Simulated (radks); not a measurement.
Problem. Coherent X-ray form factor from a spherical all-electron density. Method: scalar-relativistic Kohn-Sham, PBE, spin-polarised, spherical densities, point nucleus; computed with a radial shooting solver on a logarithmic mesh with Libxc functionals.

| sin(theta)/lambda (1/angstrom) | f0 (electrons) |
|---|---|
| 0.05 | 8.807 |
| 0.1 | 8.275 |
| 0.15 | 7.518 |
| 0.2 | 6.665 |
| 0.25 | 5.815 |
| 0.3 | 5.031 |
| 0.4 | 3.761 |
| 0.5 | 2.889 |
| 0.6 | 2.326 |
| 0.8 | 1.744 |
| 1 | 1.485 |
| 1.25 | 1.287 |
| 1.5 | 1.117 |
| 2 | 0.807 |

The species is in the configuration that NIST lists as its ground one. Which atom or ion scatters so?

Solution. Neutral fluorine, [He] 2s2 2p5. Extrapolating in s^2 from the first two rows gives f0(0) = 9.0, near the electron count 9; among species with that count, the fall with angle is slower the higher Z, and the table is that of Z = 9; from so few rows the species is fixed only to a neighbour or two.
